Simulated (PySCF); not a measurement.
# Working out the ionisation energy of Zn²⁺

Zn²⁺ [Ar] 3d10 (1S) → Zn³⁺ [Ar] 3d9 (2D). All numbers are calculated (PySCF 2.14, scalar relativity by spin-free X2C-1e, in x2c-TZVPPall). Frozen: [Ne]. Energies in hartree (1 hartree = 27.21139 eV):

```json
{"part": "UHF", "Zn²⁺ (lower)": "-1793.347653", "Zn³⁺ (upper)": "-1791.988679"}
{"part": "CCSD correlation", "Zn²⁺ (lower)": "-0.679693", "Zn³⁺ (upper)": "-0.590563"}
{"part": "(T)", "Zn²⁺ (lower)": "-0.010967", "Zn³⁺ (upper)": "-0.007436"}
```

What does Hartree-Fock give?

(-1791.988679) − (-1793.347653) = 1.358974 hartree = 36.980 eV.

What do CCSD and CCSD(T) give?

The CCSD correlation energies differ by 0.089130 hartree = 2.425 eV and the triples by 0.003531 hartree = 0.096 eV, so CCSD gives 39.405 eV and CCSD(T) 39.501 eV.

A first-order spin-orbit estimate adds -0.138 eV to CCSD(T) (valence and next inner shell), giving 39.363 eV against 39.723 eV (measured; NIST Atomic Spectra Database, ionization energies).

What remains against the reference includes basis incompleteness, the frozen core and higher excitations.
